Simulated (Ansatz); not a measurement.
SnBr₂. Charge 0, multiplicity 3. Geometry PBE0-D4/def2-TZVP, that of the neutral singlet; atoms count from 1.

```xyz
3

Sn   -0.772   -0.412    0.648
Br   -0.908    0.442   -1.717
Br    1.681   -0.030    1.069
```

In the def2 sets Sn takes a core potential; there is no spin–orbit coupling. At PBE0-D4/def2-TZVP a singlet of charge 0 lies 2.60 eV below the triplet at the same geometry.

Estimate the Mulliken populations from the PBE0/def2-TZVP orbitals of Ansatz.


```tsv
atom	charge (e)	spin (α − β)
Sn1	0.48	1.43
Br2	-0.24	0.29
Br3	-0.24	0.29
```
Mulliken values and Mayer orders depend strongly on the basis.

Where does the spin sit?

Summed by element: Sn 1.43, Br 0.57, of 2 unpaired in all. Largest on single atoms: Sn1 1.43, Br2 0.29, Br3 0.29.

And the Mayer bond orders between bonded heavy atoms (over 0.3)?

Sn1–Br2 0.98 (2.52 Å); Sn1–Br3 0.98 (2.52 Å).
